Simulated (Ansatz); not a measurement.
Basis-set extrapolation for CH$_{3}$AlF$_{2}$, SMILES `F[CH2][AlH][F]` (PBE0-D4/def2-TZVP geometry, frozen core, Ansatz 0.2.0). Multiplicity 1, RHF reference.

|  | def2-TZVPP | def2-QZVPP |
| --- | --- | --- |
| HF | -480.578600 | -480.597371 |
| MP2 correlation | -0.748097 | -0.814699 |
| CCSD(T) correlation | -0.792536 | not run |

Energies in hartree. Use E(X) = E(∞) + A·exp(−7.88·√X) for Hartree–Fock and E(X) = E(∞) + B·X^(−2.97) for correlation, with X = 3 and 4, and add CCSD(T) minus MP2 of the smaller set to the MP2 limit.

Q: What is the CCSD(T) energy at the basis-set limit?

A: HF limit: -480.597371 + (-0.018771) × 0.13774 = -480.59996. MP2 limit: -0.814699 + (-0.066602) × 0.74074 = -0.86403. Higher-order term: -0.792536 − (-0.748097) = -0.04444. Total: -481.50843 hartree, 360.5 kJ/mol below CCSD(T)/def2-TZVPP.
